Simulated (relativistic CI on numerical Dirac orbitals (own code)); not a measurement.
**Electric-dipole transitions in V⁵⁺**

Calculated at this level of theory: Dirac-Coulomb-Breit CI, separate exchange-only KLI orbitals for each configuration, a model potential for QED, valence Slater integrals scaled by 0.85, P86 correlation energy added to each configuration (own radial code, finite nucleus).

CI space (outside the closed core [Ne]): 3s2 3p6, 3s2 3p5 3d, 3s 3p6 3d, 3s2 3p5 4s, 3s2 3p5 4p, 3s2 3p5 4d, 3s2 3p5 5s, 3s2 3p5 4f, 3s2 3p5 5p, 3s 3p6 4s, 3s2 3p5 5d, 3s2 3p5 5f, 3s2 3p5 5g, 3p6 3d2, 3p5 3d3, 3p5 3d2 4s, 3p5 3d2 4p, 3p5 3d2 4d, 3p5 3d2 5s. Double excitations out of closed p, d and f shells are left out; levels of such configurations are missing from the list, as are those of other unlisted configurations, and high levels can miss mixing partners. These lack a partner that the ground configuration has and come out too high: 3s2 3p5 4f, 3s2 3p5 5p, 3s2 3p5 5d, 3s2 3p5 5f, 3s2 3p5 5g.

```tsv
λ vac (nm)	Lower	Upper	A (s⁻¹)	gf	Branching (%)
18.109	3s2 3p5 3d 3F°_4 [5]	3s2 3p5 5f 3G_5 [85]	2.57e+10	1.39e+00	94.7
21.198	3s2 3p5 3d 3P°_2 [4]	3s2 3p5 4f 3D_3 [52]	3.12e+10	1.47e+00	64.0
21.685	3s2 3p5 3d 3F°_4 [5]	3s2 3p5 4f 3G_5 [49]	4.00e+10	3.10e+00	95.3
21.760	3s2 3p5 3d 3F°_3 [6]	3s2 3p5 4f 3G_4 [51]	2.70e+10	1.73e+00	66.0
22.312	3s2 3p6 1S_0 [1]	3s2 3p5 3d 1P°_1 [13]	2.29e+11	5.13e+00	100.0
22.557	3s2 3p5 3d 1F°_3 [12]	3s2 3p5 4f 3F_4 [57]	2.71e+10	1.86e+00	67.7
22.635	3s2 3p5 3d 3D°_3 [8]	3s2 3p5 4f 3F_4 [54]	2.82e+10	1.95e+00	71.0
35.790	3s2 3p5 3d 3F°_4 [5]	3s 3p6 3d 3D_3 [20]	1.89e+10	2.55e+00	55.3
36.121	3s2 3p5 3d 3F°_3 [6]	3s 3p6 3d 3D_2 [19]	1.81e+10	1.77e+00	53.5
101.88	3s2 3p5 4p 3D_2 [22]	3s2 3p5 4d 3F°_3 [36]	3.67e+09	4.00e+00	84.9
102.80	3s2 3p5 4p 3D_3 [23]	3s2 3p5 4d 3F°_4 [35]	4.04e+09	5.76e+00	94.6
102.86	3s2 3p5 4p 3P_2 [28]	3s2 3p5 4d 3D°_3 [41]	3.97e+09	4.40e+00	93.5
103.76	3s2 3p5 4p 3P_2 [25]	3s2 3p5 4d 3D°_3 [38]	3.25e+09	3.67e+00	77.0
105.22	3s2 3p5 4f 3G_5 [49]	3s2 3p5 5g 3H°_6 [94]	5.82e+09	1.26e+01	100.0
105.92	3s2 3p5 4f 3G_4 [51]	3s2 3p5 5g 1H°_5 [95]	5.49e+09	1.02e+01	94.5
106.49	3s2 3p5 4f 3D_3 [52]	3s2 3p5 5g 3F°_4 [96]	4.73e+09	7.24e+00	82.0
106.75	3s2 3p5 4f 3G_3 [56]	3s2 3p5 5g 3H°_4 [104]	5.30e+09	8.15e+00	91.5
107.09	3s2 3p5 4f 3F_4 [57]	3s2 3p5 5g 3H°_5 [105]	5.55e+09	1.05e+01	95.9
107.48	3s2 3p5 4f 3G_3 [53]	3s2 3p5 5g 1G°_4 [98]	4.86e+09	7.57e+00	84.3
107.52	3s2 3p5 4f 3F_3 [58]	3s2 3p5 5g 3F°_4 [106]	5.23e+09	8.15e+00	90.5
107.94	3s2 3p5 4f 3F_4 [54]	3s2 3p5 5g 3G°_5 [99]	5.03e+09	9.66e+00	87.3
108.60	3s2 3p5 4f 3F_2 [59]	3s2 3p5 5g 3G°_3 [107]	5.13e+09	6.35e+00	89.0
146.51	3s2 3p5 4d 3F°_4 [35]	3s2 3p5 4f 3G_5 [49]	1.95e+09	6.92e+00	4.7
146.70	3s2 3p5 4d 3F°_3 [36]	3s2 3p5 4f 3G_4 [51]	1.84e+09	5.34e+00	4.5
146.97	3s2 3p5 4d 3D°_3 [41]	3s2 3p5 4f 3F_4 [57]	1.94e+09	5.64e+00	4.8
147.71	3s2 3p5 4d 3D°_3 [38]	3s2 3p5 4f 3F_4 [54]	1.74e+09	5.11e+00	4.4
150.58	3s2 3p5 4s 3P°_2 [14]	3s2 3p5 4p 3D_3 [23]	9.04e+08	2.15e+00	13.6
235.29	3s2 3p5 5p 3D_3 [61]	3s2 3p5 5d 3F°_4 [73]	1.03e+09	7.68e+00	72.7
320.72	3s2 3p5 5d 3F°_3 [75]	3s2 3p5 5f 3G_4 [87]	5.48e+08	7.61e+00	2.0
321.79	3s2 3p5 5d 3F°_4 [73]	3s2 3p5 5f 3G_5 [85]	5.79e+08	9.89e+00	2.1
```

Terms are leading LS components. Brackets give the number of a level in order of energy, since labels repeat. The list gives strong lines, with weight on those to low levels, without lines whose two gauges differ by over a factor of 2.5, among the lowest 107 of 1048 levels, so that lines to higher ones, which can be the strongest, are missing, and without 1 line that miss the measured interval by over 7 %, start from a term whose rates miss tabulated ones by over 60 %, have gauges far apart or, lacking measured levels, span too small a gap for the errors found; lines with a level outside our table were not tested and can miss by more. Levels whose partners in the same complex of configurations lie outside the list can be far off, and so can their lines. Rates are taken at the computed energies, electric ones in the length gauge.

At this charge configurations can still be misplaced by up to about 7 % of their energy. 32 of the 39 excited levels that our extract of the measured tables holds in this range could be paired (the sources list more); they are missed by 10009 cm⁻¹ on average and 68416 at most, and levels without a partner can miss by more.

LS names give the leading component of a level, which can be under half, so a name can repeat, a term be missing and a line seem to break the LS rules.
